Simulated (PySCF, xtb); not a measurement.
C₄H₇FO₂, SMILES [C@@]1(F)([C@H]([C@H]1O)O)C. One conformer was computed; it need not be the lowest.

Harmonic wavenumbers (cm⁻¹) from GFN2-xTB in xtb 6.7.1 at its own minimum, in rising order: 137, 159, 177, 186, 225, 253, 338, 385, 534, 546, 641, 718, 856, 887, 968, 998, 1034, 1086, 1146, 1151, 1203, 1225, 1231, 1281, 1304, 1398, 1432, 1465, 1479, 3021, 3034, 3036, 3050, 3064, 3430, 3477.

**Question.** What does PBE0-D3(BJ)/def2-SVP (PySCF) give at its own minimum? (An estimate is asked for; the answer gives what the named calculation found.)

**Answer.** 182, 208, 213, 252, 271, 290, 359, 538, 563, 607, 699, 733, 847, 882, 973, 1033, 1095, 1127, 1191, 1210, 1260, 1310, 1323, 1362, 1393, 1407, 1446, 1463, 1519, 3059, 3153, 3156, 3163, 3171, 3739, 3826. Paired by order, the mean absolute difference is 69 cm⁻¹ and the zero-point energies are 66.6 and 70.1 kcal/mol.
